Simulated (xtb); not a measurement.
xtb input (GFN-FF):

```bash
xtb mol.xyz --gfnff --opt tight --chrg 0 --uhf 0
```
mol.xyz:
```
11

C     -2.99501558    -0.04064080    -0.15431387
C     -1.61028735     0.30062542     0.29558959
O     -1.30361174     1.04540565     1.18080887
O     -0.65875681    -0.36003653    -0.44609767
Si     0.94726558    -0.17941449    -0.17689888
F      1.42490363     1.29810036    -0.40646516
F      1.65978584    -1.10034561    -1.23262556
F      1.36563190    -0.65669736     1.25874021
H     -3.72037188     0.49591112     0.44973015
H     -3.11146622     0.22027090    -1.20714474
H     -3.15200644    -1.11675655    -0.06819043
```

End of the output:

```
         :::::::::::::::::::::::::::::::::::::::::::::::::::::
         ::                     SUMMARY                     ::
         :::::::::::::::::::::::::::::::::::::::::::::::::::::
         :: total energy              -1.537280788727 Eh    ::
         :: gradient norm              0.000301733953 Eh/a0 ::
         ::.................................................::
         :: bond energy               -1.451760704575 Eh    ::
         :: angle energy               0.011725157081 Eh    ::
         :: torsion energy             0.001661986956 Eh    ::
         :: repulsion energy           0.115462322001 Eh    ::
         :: electrostat energy        -0.212737089005 Eh    ::
         :: dispersion energy         -0.004888498508 Eh    ::
         :: HB energy                  0.000000000000 Eh    ::
         :: XB energy                  0.000000000000 Eh    ::
         :: bonded atm energy          0.003256037323 Eh    ::
         :: external energy            0.000000000000 Eh    ::
         :: add. restraining           0.000000000000 Eh    ::
         :: total charge               0.000000000000 e     ::
         :::::::::::::::::::::::::::::::::::::::::::::::::::::

           -------------------------------------------------
          |                Property Printout                |
           -------------------------------------------------

molecular dipole:
                 x           y           z       tot (Debye)
 q only:       -2.517      -0.474      -0.646       6.713
           -------------------------------------------------
          |                Geometry Summary                 |
           -------------------------------------------------

      molecular mass/u    :      144.1248121
   center of mass at/Å    :        0.1033588      -0.0070892      -0.0046431
  moments of inertia/u·Å² :        0.1628403E+03   0.4424477E+03   0.4738696E+03
rotational constants/cm⁻¹ :        0.1035225E+00   0.3810085E-01   0.3557441E-01

 * 9 selected distances

     #   Z          #   Z                                           value/Å
     2   6 C        3   8 O                                       1.2103147
Note: The following floating-point exceptions are signalling: IEEE_UNDERFLOW_FLAG IEEE_DENORMAL
normal termination of xtb
     2   6 C        4   8 O                                       1.3388238
     4   8 O        5  14 Si                                      1.6317040 (max)
     5  14 Si       6   9 F                                       1.5820476
     5  14 Si       7   9 F                                       1.5765663
     5  14 Si       8   9 F                                       1.5820476
     1   6 C        9   1 H                                       1.0900161
     1   6 C       10   1 H                                       1.0895941
     1   6 C       11   1 H                                       1.0895941 (min)

 * 4 distinct bonds (by element types)

   Z      Z             #   av. dist./Å        max./Å        min./Å
   1 H    6 C           3     1.0897348     1.0900161     1.0895941
   6 C    8 O           2     1.2745693     1.3388238     1.2103147
   8 O   14 Si          1     1.6317040     1.6317040     1.6317040
   9 F   14 Si          3     1.5802205     1.5820476     1.5765663

optimized geometry written to: xtbopt.xyz

           -------------------------------------------------
          | TOTAL ENERGY               -1.537280788727 Eh   |
          | GRADIENT NORM               0.000301733953 Eh/α |
           -------------------------------------------------
########################################################################
[WARNING] Runtime exception occurred
-1- gfnff_setup: Could not read topology file.
########################################################################

------------------------------------------------------------------------
------------------------------------------------------------------------
 total:
 SCF:
 ANC optimizer:
```
